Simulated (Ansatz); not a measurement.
Reaction (hydrogenolysis of the Al–C bond): `C=[N][AlH][CH2]C` + H₂ → `C=[N][AlH2]` + ethane

Gas-phase electronic energies from Ansatz, PBE0-D4/def2-TZVP geometries. CBS: MP2 limit from def2 TZ/QZ plus the TZ coupled-cluster correction, frozen cores. This one scheme is used for every species. One conformer a species, not always the lowest.

`C=[N][AlH][CH2]C`:

```xyz
13

C     1.145   -3.054    0.005
N     1.020   -1.825    0.132
Al    0.829   -0.091    0.313
C    -0.901    0.714   -0.127
C    -0.932    2.242   -0.132
H     0.915   -3.761    0.818
H     1.496   -3.521   -0.929
H     2.100    0.700    0.834
H    -1.640    0.325    0.586
H    -1.221    0.322   -1.100
H    -0.241    2.660   -0.870
H    -1.927    2.633   -0.366
H    -0.643    2.657    0.838
```

H₂:

Cartesian coordinates in Å:
```
H -0.241 -0.113 0.261
H 0.241 0.113 -0.261
```

`C=[N][AlH2]`:

```xyz
7

C    -0.448    0.648   -1.272
N    -0.075    0.111   -0.216
Al    0.448   -0.647    1.270
H     0.171    1.379   -1.815
H    -1.423    0.430   -1.735
H     1.249   -2.003    1.146
H     0.079    0.082    2.622
```

`CC`:

Cartesian coordinates in Å:
```
C -0.573 0.242 -0.436
C 0.573 -0.242 0.436
H -1.492 0.361 0.143
H -0.345 1.209 -0.892
H -0.783 -0.461 -1.245
H 1.492 -0.361 -0.143
H 0.345 -1.209 0.892
H 0.783 0.461 1.245
```

```json
{"level": "MP2/def2-SVP", "ΔE (kJ/mol)": "-42.5"}
{"level": "CCSD(T)/def2-SVP", "ΔE (kJ/mol)": "-47.9"}
{"level": "CCSD/def2-TZVPP", "ΔE (kJ/mol)": "-41.9"}
{"level": "CCSD(T)/def2-TZVPP", "ΔE (kJ/mol)": "-37.1"}
```

What does CCSD(T)/CBS give? (Best estimate.)

The calculation gave: -34.2 kJ/mol. The listed levels differ from it by -8.3, -13.7, -7.7, -2.9 kJ/mol.

Largest T1 diagnostic among the species: 0.015.

At CCSD(T), def2-SVP lies −13.6 kJ/mol from the extrapolated value and def2-TZVPP −2.8 kJ/mol. From PBE to PBE0 (25 % exact exchange), in def2-TZVPP and without D4, ΔE moves by −3.9 kJ/mol. The D4 term adds +8.5 kJ/mol with B3LYP and +4.9 kJ/mol with PBE0; it sums over pairs of atoms, weighted by their polarisabilities, and B3LYP, whose exchange is more repulsive, gets the larger term.

B3LYP here is the variant with VWN-RPA as its local correlation; programs differ in this.
